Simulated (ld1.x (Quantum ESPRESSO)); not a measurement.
**What one change does to a pseudopotential (Zr, TM semilocal)**

```json
{
 "Element": "zirconium (Zr)",
 "Generator": "ld1.x (Quantum ESPRESSO) 7.5",
 "Type": "norm-conserving Troullier–Martins (semilocal form)",
 "Functional": "LDA (PZ)",
 "Relativity": "scalar-relativistic",
 "Frozen core": "[Kr]",
 "Valence charge": "4",
 "Reference configuration": "4d2 5s0 5p0 (charge +2)",
 "Partial waves": "5p (bound, empty): rc 2.90 bohr; 4d (bound): rc 1.75 bohr; 4f channel at 0.3 Ry: rc 2.75 bohr; 5s (bound, empty): rc 2.90 bohr",
 "Local potential": "the s channel",
 "Core correction": "a·sin(br)/r model core, default radius (core density twice the valence density)"
}
```

All-electron outer shells of the reference configuration (LDA (PZ), scalar-relativistic, ld1.x):

```csv
shell,level (eV),outermost node (bohr),outermost maximum (bohr)
4p,-47.05,0.56,1.17
4d,-17.51,0.58,1.57
5s,-16.27,1.45,2.82
5p,-11.75,1.65,3.36
```

Change: wave 5s (bound): rc 2.90 bohr becomes 5s (bound): rc 2.42 bohr.

Cutoffs: the cutoffs (Ry, on a coarse ladder) from which the occupation-weighted sum of valence levels, in a spherical-Bessel basis at the reference potential, stays within 10 and 1 mRy of its value at 400 Ry; they do not see the model core or the augmentation charge, which bear on the density cutoff. Errors are all-electron minus pseudo energies relative to the spin-unpolarised reference configuration.

Question: Predict the effect on cutoff, ghosts and configuration errors.

Answer: The potential gets neither clearly harder nor softer (30 Ry and 40 Ry → 30 Ry and 40 Ry); of the 9 tests that both files solve, the error grows in 0 and shrinks in 4 by more than 15 % and 0.3 meV (median size 111.9 → 90.9 meV); neither file shows a bound ghost. Less of the atom is replaced, so other configurations are described better. A semilocal file is local in each channel, so a ghost entry of none says nothing of the separable form that plane-wave codes build from it.

| quantity | base | changed |
| --- | --- | --- |
| cutoff, loose | 30 Ry | 30 Ry |
| cutoff, tight | 40 Ry | 40 Ry |
| bound ghosts | none | none |
| error for 4d2 5s2 5p0, meV [ΔE -20.59 eV] | -12 | +0.7 |
| error for 4d2 5s1 5p0, meV [ΔE -13.24 eV] | -5.7 | -2.9 |
| error for 4d1 5s0 5p0, meV [ΔE 22.82 eV] | -189 | -189 |
| error for 4d2 5s0 5p1, meV [ΔE -9.43 eV] | +3.0 | +3.0 |
| error for 4d2 5s0 5p2, meV [ΔE -14.20 eV] | +13 | +13 |
| error for 4d1 5s2 5p0, meV [ΔE -12.77 eV] | -143 | -91 |
| error for 4d1 5s2 5p1, meV [ΔE -17.53 eV] | -161 | -115 |
| error for 4d2 5s0 5p0 (spin-polarised), meV [ΔE -0.62 eV] | +163 | +163 |
| error for 4d2 5s2 5p0 (spin-polarised), meV [ΔE -21.08 eV] | +112 | +124 |
| s: phases at 3.13 bohr within 0.05 rad from the reference energy up to (Ry; the scan ends near 5) | 0.9 | 0.0 |
| p: phases at 3.13 bohr within 0.05 rad from the reference energy up to (Ry; the scan ends near 5) | -0.4 | -0.4 |
| d: phases at 3.13 bohr within 0.05 rad from the reference energy up to (Ry; the scan ends near 5) | to the end of the scan | to the end of the scan |
| f: phases at 3.13 bohr within 0.05 rad from the reference energy up to (Ry; the scan ends near 5) | 2.2 | 2.2 |
